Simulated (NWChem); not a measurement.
System: C2H4BNO2; SMILES OB1C=NCO1

The following NWChem deck was run.

```
start job
memory heap 200 mb stack 900 mb global 1100 mb
geometry units angstroms noautoz
  O      0.174246    -2.137485     0.000000
  B      0.090874    -0.780261     0.000000
  C      1.231275     0.307680     0.000000
  N      0.690858     1.488408     0.000000
  C     -0.741150     1.320798     0.000000
  O     -1.094227    -0.068000     0.000000
  H     -0.706591    -2.555858     0.000000
  H      2.333763     0.222706     0.000000
  H     -1.177047     1.812968    -0.898501
  H     -1.177047     1.812968     0.898501
end
basis spherical
  * library 6-311g**
end
dft
  xc hfexch
  iterations 150
  mulliken
end
task dft energy
```

Output (shortened):

```
             Northwest Computational Chemistry Package (NWChem) 7.3.0
             --------------------------------------------------------

 CS  symmetry detected

                             Geometry "geometry" -> ""
                             -------------------------

 Output coordinates in angstroms (scale by  1.889725989 to convert to a.u.)

  No.       Tag          Charge          X              Y              Z
 ---- ---------------- ---------- -------------- -------------- --------------
    1 O                    8.0000     0.16406083    -2.13660190     0.00000000
    2 B                    5.0000     0.08507563    -0.77911554     0.00000000
    3 C                    6.0000     1.22898675     0.30513415     0.00000000
    4 N                    7.0000     0.69238853     1.48760254     0.00000000
    5 C                    6.0000    -0.74015369     1.32462147     0.00000000
    6 O                    8.0000    -1.09771725    -0.06302818     0.00000000
    7 H                    1.0000    -0.71812369    -2.55212597     0.00000000
    8 H                    1.0000     2.33119437     0.21659751     0.00000000
    9 H                    1.0000    -1.17445778     1.81819766    -0.89850100
   10 H                    1.0000    -1.17445778     1.81819766     0.89850100

 Effective nuclear repulsion energy (a.u.)     216.0184271768

      Symmetry information
      --------------------

 Group name             Cs
 Group number              2
 Group order               2
 No. of unique centers     9

  xc_inp: hfexch multiplicative factor not found.

                                 NWChem DFT Module
                                 -----------------

 Summary of "ao basis" -> "ao basis" (spherical)
 ------------------------------------------------------------------------------
       Tag                 Description            Shells   Functions and Types
 ---------------- ------------------------------  ------  ---------------------
 O                          6-311g**                 8       18   4s3p1d
 B                          6-311g**                 8       18   4s3p1d
 C                          6-311g**                 8       18   4s3p1d
 N                          6-311g**                 8       18   4s3p1d
 H                          6-311g**                 4        6   3s1p

      Symmetry analysis of basis
      --------------------------

        a'         94
        a"         38

            General Information
            -------------------
          SCF calculation type: DFT
          Wavefunction type:  closed shell.
          No. of atoms     :    10
          No. of electrons :    44
           Alpha electrons :    22
            Beta electrons :    22
          Charge           :     0
          Spin multiplicity:     1
          Use of symmetry is: on ; symmetry adaption is: on
          Maximum number of iterations: 150
          AO basis - number of functions:   132
                     number of shells:    64
          Convergence on energy requested:  1.00D-06
          Convergence on density requested:  1.00D-05
          Convergence on gradient requested:  5.00D-04

              XC Information
              --------------
                     Hartree-Fock (Exact) Exchange  1.000

      Superposition of Atomic Density Guess
      -------------------------------------

 Sum of atomic energies:        -305.72850311

      Non-variational initial energy
      ------------------------------

 Total energy =    -308.787363
 1-e energy   =    -844.204233
 2-e energy   =     319.398442
 HOMO         =      -0.318591
 LUMO         =      -0.055395

      Symmetry analysis of molecular orbitals - initial
      -------------------------------------------------

  Numbering of irreducible representations:

     1 a'          2 a"

  Orbital symmetries:

     1 a'          2 a'          3 a'          4 a'          5 a'
     6 a'          7 a'          8 a'          9 a'         10 a'
    11 a'         12 a'         13 a'         14 a'         15 a"
    16 a'         17 a"         18 a'         19 a'         20 a"
    21 a"         22 a'         23 a"         24 a'         25 a'
    26 a'         27 a"         28 a'         29 a"         30 a'
    31 a'         32 a'

     ---------------------------------------------
      Total Density - Mulliken Population Analysis
     ---------------------------------------------

    Atom       Charge   Shell Charges
 -----------   ------   -------------------------------------------------------
    1 O    8     8.65   1.08  0.91  1.01  1.02  2.27  0.73  1.61  0.01
    2 B    5     4.31   1.13  0.86  0.35  0.68  0.75  0.22  0.10  0.23
    3 C    6     6.06   1.10  0.89  0.53  0.82  1.36  0.52  0.76  0.06
    4 N    7     7.45   1.09  0.90  0.73  0.95  1.77  0.76  1.23  0.03
    5 C    6     5.79   1.10  0.89  0.48  0.78  1.36  0.40  0.67  0.11
    6 O    8     8.59   1.08  0.91  0.99  1.03  2.24  0.75  1.57  0.01
    7 H    1     0.60   0.20  0.28  0.07  0.05
    8 H    1     0.85   0.24  0.46  0.13  0.02
    9 H    1     0.85   0.24  0.46  0.13  0.02
   10 H    1     0.85   0.24  0.46  0.13  0.02

   convergence    iter        energy       DeltaE   RMS-Dens  Diis-err
 ---------------- ----- ----------------- --------- --------- ---------
 d= 0,ls=0.0,diis     1   -306.9823442442 -5.23D+02  4.33D-03  8.20D-01
 d= 0,ls=0.0,diis     2   -307.0667074921 -8.44D-02  1.55D-03  2.30D-01
 d= 0,ls=0.0,diis     3   -307.0870025523 -2.03D-02  6.68D-04  9.80D-03
 d= 0,ls=0.0,diis     4   -307.0886625089 -1.66D-03  1.60D-04  4.61D-04
 d= 0,ls=0.0,diis     5   -307.0887500291 -8.75D-05  5.68D-05  6.08D-05
  Resetting Diis
 d= 0,ls=0.0,diis     6   -307.0887666238 -1.66D-05  2.93D-05  1.78D-05
 d= 0,ls=0.0,diis     7   -307.0887708990 -4.28D-06  9.24D-06  2.36D-06
 d= 0,ls=0.0,diis     8   -307.0887717025 -8.03D-07  5.24D-06  9.31D-07

         Total DFT energy =     -307.088771702493
      One electron energy =     -847.997650966808
           Coulomb energy =      363.761268453285
    Exchange-Corr. energy =      -38.870816365743
 Nuclear repulsion energy =      216.018427176773

 Numeric. integr. density =        0.000000000000

                  Occupations of the irreducible representations
                  ----------------------------------------------

                     irrep           alpha         beta
                     --------     --------     --------
                     a'               18.0         18.0
                     a"                4.0          4.0

                       DFT Final Molecular Orbital Analysis
                       ------------------------------------

 Vector   20  Occ=2.000000D+00  E=-4.818619D-01  Symmetry=a"
              MO Center= -6.4D-01,  8.6D-02,  2.9D-16, r^2= 2.5D+00
   Bfn.  Coefficient  Atom+Function         Bfn.  Coefficient  Atom+Function
  ----- ------------  ---------------      ----- ------------  ---------------
   103      0.370374   6 O  pz               99      0.348699   6 O  pz
    95      0.227108   6 O  pz               13     -0.174168   1 O  pz
     9     -0.159018   1 O  pz               63     -0.126966   4 N  pz
    67     -0.124080   4 N  pz              122      0.114321   9 H  s
   128     -0.114321  10 H  s                81     -0.112108   5 C  pz

 Vector   21  Occ=2.000000D+00  E=-4.328393D-01  Symmetry=a'
              MO Center=  7.6D-01,  1.0D+00, -1.2D-15, r^2= 2.1D+00
   Bfn.  Coefficient  Atom+Function         Bfn.  Coefficient  Atom+Function
  ----- ------------  ---------------      ----- ------------  ---------------
    66      0.308071   4 N  py               62      0.271672   4 N  py
    64      0.208184   4 N  s                58      0.180249   4 N  py
    61      0.170847   4 N  px               65      0.161089   4 N  px
    60      0.156251   4 N  s                44     -0.148442   3 C  py
    79     -0.140731   5 C  px              116     -0.137595   8 H  s

 Vector   22  Occ=2.000000D+00  E=-4.238323D-01  Symmetry=a"
              MO Center=  5.0D-01,  9.1D-01,  6.1D-16, r^2= 2.4D+00
   Bfn.  Coefficient  Atom+Function         Bfn.  Coefficient  Atom+Function
  ----- ------------  ---------------      ----- ------------  ---------------
    63      0.253590   4 N  pz               67      0.250591   4 N  pz
    49      0.244567   3 C  pz               45      0.242849   3 C  pz
    59      0.156508   4 N  pz              122      0.153909   9 H  s
   128     -0.153909  10 H  s                41      0.143971   3 C  pz
    81     -0.130192   5 C  pz               13     -0.096089   1 O  pz

 Vector   23  Occ=0.000000D+00  E= 1.018881D-01  Symmetry=a"
              MO Center=  5.7D-01,  3.9D-01,  5.5D-16, r^2= 3.2D+00
   Bfn.  Coefficient  Atom+Function         Bfn.  Coefficient  Atom+Function
  ----- ------------  ---------------      ----- ------------  ---------------
    67      0.478043   4 N  pz               49     -0.429472   3 C  pz
    31     -0.349337   2 B  pz              123      0.288988   9 H  s
   129     -0.288988  10 H  s                63      0.235241   4 N  pz
    85      0.185982   5 C  pz               45     -0.178679   3 C  pz
    13      0.174883   1 O  pz               59      0.163293   4 N  pz

 Vector   24  Occ=0.000000D+00  E= 1.531141D-01  Symmetry=a'
              MO Center= -8.4D-01, -2.6D+00,  2.0D-14, r^2= 3.8D+00
   Bfn.  Coefficient  Atom+Function         Bfn.  Coefficient  Atom+Function
  ----- ------------  ---------------      ----- ------------  ---------------
   111      1.655829   7 H  s                46     -1.062699   3 C  s
    30      0.743063   2 B  py               28      0.596012   2 B  s
    10     -0.499373   1 O  s                82     -0.382568   5 C  s
    29      0.365243   2 B  px               47      0.326591   3 C  px
    64      0.248787   4 N  s               100     -0.237971   6 O  s

 Vector   25  Occ=0.000000D+00  E= 1.702683D-01  Symmetry=a'
              MO Center= -9.0D-01,  1.6D+00, -7.0D-16, r^2= 7.1D+00
   Bfn.  Coefficient  Atom+Function         Bfn.  Coefficient  Atom+Function
  ----- ------------  ---------------      ----- ------------  ---------------
    82      1.678566   5 C  s               123     -1.224529   9 H  s
   129     -1.224529  10 H  s               117     -0.693496   8 H  s
    84      0.453085   5 C  py              111      0.398699   7 H  s
    83     -0.367070   5 C  px               47      0.299553   3 C  px
    46      0.241553   3 C  s                30      0.200050   2 B  py

     ---------------------------------------------
      Total Density - Mulliken Population Analysis
     ---------------------------------------------

    Atom       Charge   Shell Charges
 -----------   ------   -------------------------------------------------------
    1 O    8     8.43   1.08  0.91  0.94  0.97  2.13  0.79  1.59  0.01
    2 B    5     4.47   1.13  0.86  0.44  0.60  0.94  0.11  0.09  0.29
    3 C    6     6.17   1.10  0.89  0.57  0.74  1.47  0.51  0.80  0.08
    4 N    7     7.32   1.09  0.90  0.71  0.89  1.72  0.80  1.18  0.04
    5 C    6     5.77   1.10  0.89  0.55  0.75  1.52  0.29  0.53  0.13
    6 O    8     8.45   1.08  0.91  0.93  0.98  2.13  0.82  1.58  0.01
    7 H    1     0.73   0.25  0.37  0.04  0.07
    8 H    1     0.88   0.26  0.52  0.08  0.03
    9 H    1     0.89   0.26  0.53  0.07  0.02
   10 H    1     0.89   0.26  0.53  0.07  0.02

     -------------------------------------------
      Total Density - Lowdin Population Analysis
     -------------------------------------------

    Atom       Charge   Shell Charges
 -----------   ------   -------------------------------------------------------
    1 O    8     7.92   1.03  0.95  0.95  0.77  2.04  0.54  1.61  0.01
    2 B    5     5.29   1.07  0.90  0.45  0.43  1.06  0.24  0.54  0.61
    3 C    6     5.99   1.05  0.93  0.57  0.52  1.42  0.35  1.00  0.16
    4 N    7     7.01   1.04  0.94  0.71  0.71  1.69  0.51  1.33  0.07
    5 C    6     5.89   1.05  0.93  0.55  0.51  1.41  0.31  0.88  0.26
    6 O    8     7.99   1.03  0.95  0.95  0.81  2.08  0.56  1.59  0.02
    7 H    1     0.92   0.26  0.35  0.12  0.19
    8 H    1     1.00   0.27  0.47  0.19  0.07
    9 H    1     1.00   0.28  0.47  0.19  0.06
   10 H    1     1.00   0.28  0.47  0.19  0.06

     Multipole analysis of the density
     ---------------------------------

     L   x y z        total         alpha         beta         nuclear
     -   - - -        -----         -----         ----         -------
     0   0 0 0      0.000000    -22.000000    -22.000000     44.000000

     1   1 0 0     -0.449034     -0.224517     -0.224517     -0.000000
     1   0 1 0     -0.306795     -0.153397     -0.153397     -0.000000
     1   0 0 1     -0.000000     -0.000000     -0.000000      0.000000

     2   2 0 0    -25.105597    -73.806339    -73.806339    122.507082
     2   1 1 0     -0.184417      1.582293      1.582293     -3.349002
     2   1 0 1      0.000000      0.000000      0.000000      0.000000
     2   0 2 0    -26.287207   -154.801434   -154.801434    283.315660
     2   0 1 1     -0.000000     -0.000000     -0.000000      0.000000
     2   0 0 2    -24.909109    -15.337489    -15.337489      5.765869
```

Level: Hartree-Fock/6-311G** (spherical d). The geometry was optimised at PBE-D3(BJ)/def2-SVP.
